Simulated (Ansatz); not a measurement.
Molecular dynamics of CH$_{6}$Al$_{2}$FNO

Input file:

```yaml
crystal:
  periodic: [false, false, false]
  atoms:
    - { symbol: "N", position_ang: [-1.198758, -0.628807, 0.736287] }
    - { symbol: C, position_ang: [0.367924, -0.393196, 1.029376] }
    - { symbol: Al, position_ang: [1.319287, -0.551485, -0.760526] }
    - { symbol: Al, position_ang: [-0.492343, 1.21429, 0.449916] }
    - { symbol: O, position_ang: [0.247211, 1.060898, -1.202792] }
    - { symbol: F, position_ang: [-1.426229, 2.601071, 0.800694] }
    - { symbol: H, position_ang: [-1.399163, -1.338376, 0.031163] }
    - { symbol: H, position_ang: [-1.756862, -0.800517, 1.570943] }
    - { symbol: H, position_ang: [0.698813, -0.834863, 1.962537] }
    - { symbol: H, position_ang: [0.699106, -1.69885, -1.725287] }
    - { symbol: H, position_ang: [2.885438, -0.186139, -0.804484] }
    - { symbol: H, position_ang: [0.132676, 1.500675, -2.053826] }
basis:
  gaussian: { orbitals: "6-31G" }
hamiltonian:
  xc: b3lyp
md:
  timestep: 0.5
  n_steps: 99
  ensemble: nvt_langevin
  temperature: 200.0
  initial_velocities: maxwell_boltzmann
  seed: 34504
  friction: 0.005
  masses: [{ species: H, mass: 2.014 }]
scf:
  lower_state_search: "off"
```

Run as:

```bash
$ ansatz run input.yaml --threads 1 --pin off --max-ram 2048MiB --backend cpu --events-out ev --progress --plain --runs-dir out
```

It starts from a relaxed structure.

Output, in part (one step line in 2, the closing report, with atoms numbered from 0):

```
md step     0: t =     0.00 fs  T =   183.3 K  F+E_penalty+E_count = -20583.90082200 eV  E_kin = 0.284372 eV  (14 SCF iters)
md step     2: t =     1.00 fs  T =   189.6 K  F+E_penalty+E_count = -20583.89439286 eV  E_kin = 0.294072 eV  (14 SCF iters)
md step     4: t =     2.00 fs  T =   171.4 K  F+E_penalty+E_count = -20583.87776414 eV  E_kin = 0.265939 eV  (13 SCF iters)
md step     6: t =     3.00 fs  T =   173.6 K  F+E_penalty+E_count = -20583.86052868 eV  E_kin = 0.269204 eV  (13 SCF iters)
md step     8: t =     4.00 fs  T =   167.5 K  F+E_penalty+E_count = -20583.84979007 eV  E_kin = 0.259785 eV  (13 SCF iters)
md step    10: t =     5.00 fs  T =   167.9 K  F+E_penalty+E_count = -20583.84400471 eV  E_kin = 0.260370 eV  (13 SCF iters)
md step    12: t =     6.00 fs  T =   162.7 K  F+E_penalty+E_count = -20583.83320048 eV  E_kin = 0.252293 eV  (13 SCF iters)
md step    14: t =     7.00 fs  T =   161.1 K  F+E_penalty+E_count = -20583.81439362 eV  E_kin = 0.249936 eV  (13 SCF iters)
md step    16: t =     8.00 fs  T =   148.4 K  F+E_penalty+E_count = -20583.79246317 eV  E_kin = 0.230259 eV  (13 SCF iters)
md step    18: t =     9.00 fs  T =   130.5 K  F+E_penalty+E_count = -20583.77756281 eV  E_kin = 0.202476 eV  (13 SCF iters)
md step    20: t =    10.00 fs  T =   132.7 K  F+E_penalty+E_count = -20583.77376743 eV  E_kin = 0.205831 eV  (14 SCF iters)
md step    22: t =    11.00 fs  T =   132.3 K  F+E_penalty+E_count = -20583.77753545 eV  E_kin = 0.205230 eV  (13 SCF iters)
md step    24: t =    12.00 fs  T =   138.4 K  F+E_penalty+E_count = -20583.78340266 eV  E_kin = 0.214619 eV  (13 SCF iters)
md step    26: t =    13.00 fs  T =   132.4 K  F+E_penalty+E_count = -20583.78493206 eV  E_kin = 0.205348 eV  (13 SCF iters)
md step    28: t =    14.00 fs  T =   131.3 K  F+E_penalty+E_count = -20583.78039693 eV  E_kin = 0.203601 eV  (13 SCF iters)
md step    30: t =    15.00 fs  T =   141.5 K  F+E_penalty+E_count = -20583.77689635 eV  E_kin = 0.219416 eV  (13 SCF iters)
md step    32: t =    16.00 fs  T =   138.8 K  F+E_penalty+E_count = -20583.77870449 eV  E_kin = 0.215362 eV  (13 SCF iters)
md step    34: t =    17.00 fs  T =   155.6 K  F+E_penalty+E_count = -20583.78629889 eV  E_kin = 0.241305 eV  (13 SCF iters)
md step    36: t =    18.00 fs  T =   151.3 K  F+E_penalty+E_count = -20583.79571566 eV  E_kin = 0.234666 eV  (13 SCF iters)
md step    38: t =    19.00 fs  T =   149.4 K  F+E_penalty+E_count = -20583.79903040 eV  E_kin = 0.231692 eV  (13 SCF iters)
md step    40: t =    20.00 fs  T =   142.0 K  F+E_penalty+E_count = -20583.79669377 eV  E_kin = 0.220326 eV  (13 SCF iters)
md step    42: t =    21.00 fs  T =   146.4 K  F+E_penalty+E_count = -20583.79106435 eV  E_kin = 0.227156 eV  (13 SCF iters)
md step    44: t =    22.00 fs  T =   147.8 K  F+E_penalty+E_count = -20583.78788537 eV  E_kin = 0.229288 eV  (13 SCF iters)
md step    46: t =    23.00 fs  T =   148.4 K  F+E_penalty+E_count = -20583.79001170 eV  E_kin = 0.230157 eV  (13 SCF iters)
md step    48: t =    24.00 fs  T =   144.9 K  F+E_penalty+E_count = -20583.79361191 eV  E_kin = 0.224802 eV  (15 SCF iters)
md step    50: t =    25.00 fs  T =   155.1 K  F+E_penalty+E_count = -20583.79521610 eV  E_kin = 0.240650 eV  (14 SCF iters)
md step    52: t =    26.00 fs  T =   150.4 K  F+E_penalty+E_count = -20583.79178380 eV  E_kin = 0.233302 eV  (14 SCF iters)
md step    54: t =    27.00 fs  T =   142.9 K  F+E_penalty+E_count = -20583.78375246 eV  E_kin = 0.221590 eV  (13 SCF iters)
md step    56: t =    28.00 fs  T =   133.8 K  F+E_penalty+E_count = -20583.77456149 eV  E_kin = 0.207602 eV  (14 SCF iters)
md step    58: t =    29.00 fs  T =   129.4 K  F+E_penalty+E_count = -20583.76946252 eV  E_kin = 0.200700 eV  (14 SCF iters)
md step    60: t =    30.00 fs  T =   117.3 K  F+E_penalty+E_count = -20583.77006437 eV  E_kin = 0.181900 eV  (14 SCF iters)
md step    62: t =    31.00 fs  T =   130.9 K  F+E_penalty+E_count = -20583.77472828 eV  E_kin = 0.203024 eV  (13 SCF iters)
md step    64: t =    32.00 fs  T =   138.6 K  F+E_penalty+E_count = -20583.77678666 eV  E_kin = 0.215011 eV  (13 SCF iters)
md step    66: t =    33.00 fs  T =   144.1 K  F+E_penalty+E_count = -20583.77624041 eV  E_kin = 0.223463 eV  (13 SCF iters)
md step    68: t =    34.00 fs  T =   141.3 K  F+E_penalty+E_count = -20583.77755531 eV  E_kin = 0.219209 eV  (13 SCF iters)
md step    70: t =    35.00 fs  T =   137.2 K  F+E_penalty+E_count = -20583.78179512 eV  E_kin = 0.212825 eV  (14 SCF iters)
md step    72: t =    36.00 fs  T =   145.8 K  F+E_penalty+E_count = -20583.78965624 eV  E_kin = 0.226136 eV  (13 SCF iters)
md step    74: t =    37.00 fs  T =   149.4 K  F+E_penalty+E_count = -20583.80031726 eV  E_kin = 0.231760 eV  (13 SCF iters)
md step    76: t =    38.00 fs  T =   144.4 K  F+E_penalty+E_count = -20583.80812703 eV  E_kin = 0.224050 eV  (13 SCF iters)
md step    78: t =    39.00 fs  T =   144.3 K  F+E_penalty+E_count = -20583.81139562 eV  E_kin = 0.223796 eV  (13 SCF iters)
md step    80: t =    40.00 fs  T =   146.7 K  F+E_penalty+E_count = -20583.81049154 eV  E_kin = 0.227600 eV  (13 SCF iters)
md step    82: t =    41.00 fs  T =   147.5 K  F+E_penalty+E_count = -20583.81167451 eV  E_kin = 0.228789 eV  (13 SCF iters)
md step    84: t =    42.00 fs  T =   151.8 K  F+E_penalty+E_count = -20583.81733915 eV  E_kin = 0.235406 eV  (13 SCF iters)
md step    86: t =    43.00 fs  T =   161.1 K  F+E_penalty+E_count = -20583.82291472 eV  E_kin = 0.249827 eV  (14 SCF iters)
md step    88: t =    44.00 fs  T =   165.1 K  F+E_penalty+E_count = -20583.82355092 eV  E_kin = 0.256079 eV  (13 SCF iters)
md step    90: t =    45.00 fs  T =   172.0 K  F+E_penalty+E_count = -20583.82019421 eV  E_kin = 0.266870 eV  (13 SCF iters)
md step    92: t =    46.00 fs  T =   153.2 K  F+E_penalty+E_count = -20583.81619997 eV  E_kin = 0.237573 eV  (13 SCF iters)
md step    94: t =    47.00 fs  T =   162.7 K  F+E_penalty+E_count = -20583.81450965 eV  E_kin = 0.252328 eV  (13 SCF iters)
md step    96: t =    48.00 fs  T =   169.5 K  F+E_penalty+E_count = -20583.81381670 eV  E_kin = 0.262926 eV  (14 SCF iters)
md step    98: t =    49.00 fs  T =   178.8 K  F+E_penalty+E_count = -20583.81316672 eV  E_kin = 0.277327 eV  (14 SCF iters)
md step    99: t =    49.50 fs  T =   175.4 K  F+E_penalty+E_count = -20583.81161736 eV  E_kin = 0.272040 eV  (14 SCF iters)
Total energy: -20583.81193175 eV, -756.4411362828 hartree
Atom 0 at    -1.334570    -0.452247     0.820577 Å, force    -0.325231     0.060049     0.282599 eV/Å
Atom 1 at     0.211676    -0.392040     1.066786 Å, force     0.851609    -0.332659     0.033228 eV/Å
Atom 2 at     1.264173    -0.743663    -0.638038 Å, force    -0.340416     0.206046    -0.219152 eV/Å
Atom 3 at    -0.425177     1.266497     0.399278 Å, force    -0.108922     0.647562     0.061553 eV/Å
Atom 4 at     0.300166     0.914600    -1.235917 Å, force    -0.242051     0.083237     0.064885 eV/Å
Atom 5 at    -1.185903     2.785862     0.743341 Å, force     0.283339    -0.547695    -0.227810 eV/Å
Atom 6 at    -1.648839    -1.166800     0.165616 Å, force    -0.192018    -0.073776     0.181772 eV/Å
Atom 7 at    -1.837865    -0.474095     1.715321 Å, force    -0.171823    -0.167717    -0.560388 eV/Å
Atom 8 at     0.522741    -0.871971     1.984406 Å, force     0.000979     0.109467     0.223097 eV/Å
Atom 9 at     0.753347    -1.932486    -1.630239 Å, force    -0.030135     0.092947     0.094412 eV/Å
Atom 10 at     2.810319    -0.346997    -0.603899 Å, force     0.188079    -0.055382     0.078647 eV/Å
Atom 11 at     0.196327     1.296157    -2.116722 Å, force     0.086590    -0.022079    -0.012842 eV/Å
Dipole moment:    -0.575555    -0.177614     0.017949 e Å
```

The run went to its last step. The mean temperature of the second half is 26 % below the set value. A run of 0.05 ps of so small a system gives no equilibrium averages. Limits of this set-up: no polarisation functions.

The same pairs are bonded in the first frame and the last. Pairs count as bonded within 1.25 times the sum of covalent radii (0.12 Å more for H–H).

Last frame:

```xyz
12
Properties=species:S:1:pos:R:3
N -1.335 -0.452 0.821
C 0.212 -0.392 1.067
Al 1.264 -0.744 -0.638
Al -0.425 1.266 0.399
O 0.300 0.915 -1.236
F -1.186 2.786 0.743
H -1.649 -1.167 0.166
H -1.838 -0.474 1.715
H 0.523 -0.872 1.984
H 0.753 -1.933 -1.630
H 2.810 -0.347 -0.604
H 0.196 1.296 -2.117
```

The run took 5.3 min on 1 thread of AMD EPYC 7R43 64-Core Processor (Zen 3), with other jobs on the host, peak memory 0.16 GiB.
